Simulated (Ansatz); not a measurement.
Cost and result up the ladder for Ge5H3 (8 atoms). Charge 0, multiplicity 2. Geometry: PBE0-D4/def2-SVP.

Cartesian coordinates in Å:
```
Ge -1.631 1.323 0.255
Ge 1.101 1.420 -0.709
Ge 0.333 0.437 1.489
Ge 0.788 -1.841 0.771
Ge -0.761 -0.747 -0.831
H 0.055 -2.934 1.619
H -0.394 2.251 -0.859
H 0.509 0.091 -1.735
```

Ansatz on 4 threads of Intel Xeon on a shared host. Times are rough, and most runs start from the orbitals of an earlier one. r2SCAN0-D4/def2-TZVP serves as the yardstick here, not as an exact answer. Differences are given only for rows in sets of like size (and for xTB, whose basis is part of the method), since another set adds its own error. Binding counts from free atoms at the same level (Ge triplet, H doublet; other spins of the atoms weren't run), without zero-point energy or a counterpoise term.

The 6-31G sets use Cartesian d functions. B3LYP takes the VWN-RPA correlation. Correlated methods freeze 45 core orbitals; core or outer-core shells of Ge are correlated, in sets that lack core-valence functions. The structure comes from a short search, and lower isomers may exist.

Correlated methods converge slowly with the basis.

```
                            level  functions  wall time  binding energy per atom (eV)  difference from r2SCAN0-D4/def2-TZVP (eV)
                  PBE-D4/def2-SVP        175      7.5 s                          2.76                                          –
                 PBE-D4/def2-TZVP        258       13 s                          2.77                                       0.10
                   B3LYP-D4/6-31G        151       14 s                          2.47                                          –
                 PBE0-D4/def2-SVP        175       18 s                          2.67                                          –
                PBE-D4/def2-TZVPD        297       20 s                          2.78                                       0.11
                         HF/6-31G        151       29 s                          1.26                                          –
r2SCAN-D4/def2-TZVP (with forces)        258       32 s                          2.75                                       0.08
                PBE0-D4/def2-TZVP        258       35 s                          2.68                                       0.02
             r2SCAN0-D4/def2-TZVP        258       46 s                          2.67                                       0.00
                     HF/def2-TZVP        258       49 s                          1.54                                      -1.13
                    MP2/def2-TZVP        258       52 s                          2.66                                       0.00
                    HF/def2-TZVPD        297       74 s                          1.54                                      -1.13
```
